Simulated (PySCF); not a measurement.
## Radial density of Hg (mercury, neutral)

wB97M-V, [Xe] 4f14 5d9 6s2 6p1, one real determinant (an excited configuration). Computed with PySCF 2.14 in x2c-TZVPPall, with scalar relativity by spin-free X2C-1e.

| r (bohr) | 4πr²ρ (e/bohr) | 4πr²(ρα − ρβ) |
| --- | --- | --- |
| 0.0131 | 111.0 | 0.0011 |
| 0.0220 | 97.84 | 0.0041 |
| 0.0370 | 132.3 | 0.0126 |
| 0.0622 | 141.9 | 0.0455 |
| 0.105 | 121.2 | 0.0984 |
| 0.176 | 123.2 | 0.0032 |
| 0.296 | 81.56 | 0.1711 |
| 0.498 | 65.78 | 0.0142 |
| 0.837 | 23.92 | 0.5718 |
| 1.41 | 10.75 | 0.7590 |
| 2.37 | 2.561 | 0.4239 |
| 3.98 | 0.5622 | 0.2496 |
| 6.70 | 0.03513 | 0.0333 |
| 11.3 | 6.615e-05 | 0.0001 |

Densities and radii are taken from the X2C orbitals without a picture-change correction, which distorts them close to the nucleus.

⟨L²⟩ = 8.00 against 12 for a pure F term, so this real determinant mixes terms. Spin-orbit coupling, absent here, splits the open shell strongly.
